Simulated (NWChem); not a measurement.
All runs are NWChem calculations. System: HGe, charge 0, spin multiplicity 2, at a geometry optimised with UPBE0/def2-SVP. The structure started from a generated list of species. Its SCF solution wasn't tested for a lower state. Level: UPBE/def2-SVP.

Part of the output:

```
             Northwest Computational Chemistry Package (NWChem) 7.3.0
             --------------------------------------------------------

                                NWChem Input Module
                                -------------------

 Scaling coordinates for geometry "geometry" by  1.889725989
 (inverse scale =  0.529177249)

 Turning off AUTOSYM since
 SYMMETRY directive was detected!

                             Geometry "geometry" -> ""
                             -------------------------

 Output coordinates in angstroms (scale by  1.889725989 to convert to a.u.)

  No.       Tag          Charge          X              Y              Z
 ---- ---------------- ---------- -------------- -------------- --------------
    1 Ge                  32.0000     0.00000000     0.00000000     0.04861400
    2 H                    1.0000     0.00000000     0.00000000    -1.55564500

 Effective nuclear repulsion energy (a.u.)      10.5554476977

            Nuclear Dipole moment (a.u.)
            ----------------------------
        X                 Y               Z
 ---------------- ---------------- ----------------
     0.0000000000     0.0000000000     0.0000056692

      Symmetry information
      --------------------

 Group name             C2v
 Group number             16
 Group order               4
 No. of unique centers     2

      Symmetry unique atoms

     1    2


 Summary of "ao basis" -> "" (spherical)
 ------------------------------------------------------------------------------
       Tag                 Description            Shells   Functions and Types
 ---------------- ------------------------------  ------  ---------------------
 *                          def2-svp                  on all atoms

  pbe96 is a nonlocal functional; adding pw91lda local functional.

                                 NWChem DFT Module
                                 -----------------

 Summary of "ao basis" -> "ao basis" (spherical)
 ------------------------------------------------------------------------------
       Tag                 Description            Shells   Functions and Types
 ---------------- ------------------------------  ------  ---------------------
 Ge                         def2-svp                12       32   5s4p3d
 H                          def2-svp                 3        5   2s1p

 Summary of "ao basis" -> "ao basis" (spherical)
 ------------------------------------------------------------------------------
       Tag                 Description            Shells   Functions and Types
 ---------------- ------------------------------  ------  ---------------------
 Ge                         def2-svp                12       32   5s4p3d
 H                          def2-svp                 3        5   2s1p

      Symmetry analysis of basis
      --------------------------

        a1         18
        a2          3
        b1          8
        b2          8

            General Information
            -------------------
          SCF calculation type: DFT
          Wavefunction type:  spin polarized.
          No. of atoms     :     2
          No. of electrons :    33
           Alpha electrons :    17
            Beta electrons :    16
          Charge           :     0
          Spin multiplicity:     2
          Use of symmetry is: on ; symmetry adaption is: on
          Maximum number of iterations: 100
          AO basis - number of functions:    37
                     number of shells:    15
          Convergence on energy requested:  1.00D-06
          Convergence on density requested:  1.00D-05
          Convergence on gradient requested:  5.00D-04

              XC Information
              --------------
          PerdewBurkeErnzerhof Exchange Functional  1.000
            Perdew 1991 LDA Correlation Functional  1.000 local
           PerdewBurkeErnz. Correlation Functional  1.000 non-local

             Grid Information
             ----------------
          Grid used for XC integration:  medium
          Radial quadrature: Mura-Knowles
          Angular quadrature: Lebedev.
          Tag              B.-S. Rad. Rad. Pts. Rad. Cut. Ang. Pts.
          ---              ---------- --------- --------- ---------
[...]
   Bfn.  Coefficient  Atom+Function         Bfn.  Coefficient  Atom+Function
  ----- ------------  ---------------      ----- ------------  ---------------
    16      0.638960  1 Ge py                13      0.492189  1 Ge py
    10     -0.269351  1 Ge py                 7      0.087203  1 Ge py

 Vector   18  Occ=0.000000D+00  E=-1.488434D-01  Symmetry=b1
              MO Center=  9.7D-14,  3.9D-15,  2.2D-02, r^2= 2.5D+00
   Bfn.  Coefficient  Atom+Function         Bfn.  Coefficient  Atom+Function
  ----- ------------  ---------------      ----- ------------  ---------------
    15      0.631565  1 Ge px                12      0.500490  1 Ge px
     9     -0.271938  1 Ge px                 6      0.088028  1 Ge px

 Vector   19  Occ=0.000000D+00  E= 2.820156D-02  Symmetry=a1
              MO Center=  1.2D-14,  6.7D-14, -2.6D-01, r^2= 3.9D+00
   Bfn.  Coefficient  Atom+Function         Bfn.  Coefficient  Atom+Function
  ----- ------------  ---------------      ----- ------------  ---------------
    34      1.398614  2 H  s                 17      1.179068  1 Ge pz
     5     -0.493561  1 Ge s                  4     -0.477683  1 Ge s
    14      0.311409  1 Ge pz                33      0.281414  2 H  s
     3      0.185746  1 Ge s                 11     -0.163881  1 Ge pz
    20     -0.091424  1 Ge d  0              30      0.072644  1 Ge d  0

 Vector   20  Occ=0.000000D+00  E= 1.174651D-01  Symmetry=a1
              MO Center= -4.2D-14,  4.3D-12, -1.7D-01, r^2= 4.6D+00
   Bfn.  Coefficient  Atom+Function         Bfn.  Coefficient  Atom+Function
  ----- ------------  ---------------      ----- ------------  ---------------
     5      2.220606  1 Ge s                  4     -1.829205  1 Ge s
    34     -0.584370  2 H  s                 17     -0.532299  1 Ge pz
     3      0.421057  1 Ge s                 33     -0.123519  2 H  s
     2     -0.075790  1 Ge s                 30     -0.069376  1 Ge d  0
    20      0.048585  1 Ge d  0               1      0.029578  1 Ge s

                     DFT Final Beta Molecular Orbital Analysis
                     -----------------------------------------

 Vector   14  Occ=1.000000D+00  E=-1.091673D+00  Symmetry=b2
              MO Center=  9.2D-17,  5.7D-15,  4.9D-02, r^2= 1.9D-01
   Bfn.  Coefficient  Atom+Function         Bfn.  Coefficient  Atom+Function
  ----- ------------  ---------------      ----- ------------  ---------------
    19      0.842213  1 Ge d -1              24      0.278387  1 Ge d -1
    29      0.041504  1 Ge d -1

 Vector   15  Occ=1.000000D+00  E=-4.321607D-01  Symmetry=a1
              MO Center= -2.3D-16,  2.2D-17, -4.3D-01, r^2= 1.5D+00
   Bfn.  Coefficient  Atom+Function         Bfn.  Coefficient  Atom+Function
  ----- ------------  ---------------      ----- ------------  ---------------
     4      0.782684  1 Ge s                  3     -0.474437  1 Ge s
    33      0.231954  2 H  s                  5      0.174674  1 Ge s
     2      0.101560  1 Ge s                 14     -0.092725  1 Ge pz
    34      0.079206  2 H  s                 11      0.054908  1 Ge pz
     1     -0.036077  1 Ge s                 20     -0.031760  1 Ge d  0

 Vector   16  Occ=1.000000D+00  E=-2.330963D-01  Symmetry=a1
              MO Center= -3.6D-16, -2.8D-16, -2.7D-01, r^2= 2.5D+00
   Bfn.  Coefficient  Atom+Function         Bfn.  Coefficient  Atom+Function
  ----- ------------  ---------------      ----- ------------  ---------------
     4      0.406260  1 Ge s                 33     -0.362217  2 H  s
    14      0.339272  1 Ge pz                34     -0.291341  2 H  s
     5      0.256168  1 Ge s                 17      0.253023  1 Ge pz
     3     -0.232134  1 Ge s                 11     -0.195667  1 Ge pz
     8      0.063755  1 Ge pz                20      0.054126  1 Ge d  0

 Vector   17  Occ=0.000000D+00  E=-1.343568D-01  Symmetry=b1
              MO Center= -1.1D-14, -8.6D-16,  2.7D-02, r^2= 2.5D+00
   Bfn.  Coefficient  Atom+Function         Bfn.  Coefficient  Atom+Function
  ----- ------------  ---------------      ----- ------------  ---------------
    15      0.632757  1 Ge px                12      0.498947  1 Ge px
     9     -0.271286  1 Ge px                 6      0.087809  1 Ge px

 Vector   18  Occ=0.000000D+00  E=-1.003124D-01  Symmetry=b2
              MO Center= -9.0D-18,  1.7D-15,  2.5D-02, r^2= 2.6D+00
   Bfn.  Coefficient  Atom+Function         Bfn.  Coefficient  Atom+Function
  ----- ------------  ---------------      ----- ------------  ---------------
    16      0.659567  1 Ge py                13      0.467855  1 Ge py
    10     -0.261394  1 Ge py                 7      0.084653  1 Ge py

 Vector   19  Occ=0.000000D+00  E= 3.816991D-02  Symmetry=a1
              MO Center= -8.9D-15, -3.2D-15, -2.5D-01, r^2= 3.9D+00
   Bfn.  Coefficient  Atom+Function         Bfn.  Coefficient  Atom+Function
  ----- ------------  ---------------      ----- ------------  ---------------
    34      1.392982  2 H  s                 17      1.168091  1 Ge pz
     4     -0.554474  1 Ge s                  5     -0.428901  1 Ge s
    14      0.319937  1 Ge pz                33      0.264771  2 H  s
     3      0.209079  1 Ge s                 11     -0.167018  1 Ge pz
    20     -0.085018  1 Ge d  0              30      0.059419  1 Ge d  0

   alpha - beta orbital overlaps
   -----------------------------

   alpha      1      2      3      4      5      6      7      8      9     10
    beta      1      2      3      4      5      6      7      8      9     10
 overlap   1.000  1.000  1.000  1.000  1.000  1.000  1.000  1.000  1.000  0.990

   alpha     11     12     13     14     15     16     17     18     19     20
    beta     12     11     13     14     15     16     18     17     19     20
 overlap   1.000  1.000  0.990  1.000  0.998  0.999  1.000  1.000  0.998  0.998

   alpha     21     22     23     24     25     26     27     28     29     30
    beta     21     23     22     25     26     24     27     28     29     30
 overlap   0.999  0.998  1.000  0.998  1.000  1.000  0.989  0.992  0.999  1.000

   alpha     31     32     33     34     35     36     37
    beta     31     32     34     33     35     36     37
 overlap   1.000  1.000  1.000  0.999  1.000  1.000  0.999

     --------------------------
     Expectation value of S2:
     --------------------------
      <S2> =      0.7524 (Exact =     0.7500)

 center of mass
 --------------
 x =   0.00000000 y =   0.00000000 z =   0.05109117

 moments of inertia (a.u.)
 ------------------
           9.137991500960           0.000000000000           0.000000000000
           0.000000000000           9.137991500960           0.000000000000
           0.000000000000           0.000000000000           0.000000000000

     Multipole analysis of the density
     ---------------------------------

     L   x y z        total         alpha         beta         nuclear
     -   - - -        -----         -----         ----         -------
     0   0 0 0     -0.000000    -17.000000    -16.000000     33.000000

     1   1 0 0     -0.000000     -0.000000      0.000000      0.000000
     1   0 1 0     -0.000000     -0.000000      0.000000      0.000000
     1   0 0 1      0.014104     -0.024035      0.038133      0.000006

     2   2 0 0    -11.526974     -6.662541     -4.864433      0.000000
     2   1 1 0     -0.000000      0.000000     -0.000000      0.000000
     2   1 0 1      0.000000      0.000000      0.000000      0.000000
     2   0 2 0    -15.037898    -10.352350     -4.685548      0.000000
     2   0 1 1      0.000000      0.000000     -0.000000      0.000000
     2   0 0 2    -15.351913    -12.941122    -11.322945      8.912154

 Task  times  cpu:        1.0s     wall:        1.0s

 Total times  cpu:        1.1s     wall:        1.1s
```

Problem. Write an NWChem input that would produce this output.

Solution. Several could match; the one computed here: 
```
start mol
memory heap 200 mb stack 900 mb global 1100 mb
geometry units angstroms nocenter noautoz
  Ge     0.000000     0.000000     0.048614
  H      0.000000     0.000000    -1.555645
  symmetry group C2v
end
basis spherical
  * library def2-svp
end
dft
  xc xpbe96 cpbe96
  odft
  mult 2
  semidirect memsize 60000000 filesize 0
  iterations 100
end
task dft energy
```
